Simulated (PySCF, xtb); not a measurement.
Al(Cl)(F)(SH) (AlClFHS), SMILES [F][Al]([SH])[Cl]. One conformer was computed; it need not be the lowest.

Harmonic wavenumbers (cm⁻¹) from GFN2-xTB in xtb 6.7.1 at its own minimum, in rising order: 105, 162, 210, 220, 406, 577, 626, 780, 2398.

Question: What does B3LYP-D3(BJ)/def2-SVP (PySCF) give at its own minimum? (The exact figures need the calculation; the answer reports its results.)

Answer: 133, 199, 220, 258, 416, 618, 663, 895, 2662. Paired by order, the mean absolute difference is 64 cm⁻¹ and the zero-point energies are 7.8 and 8.7 kcal/mol.
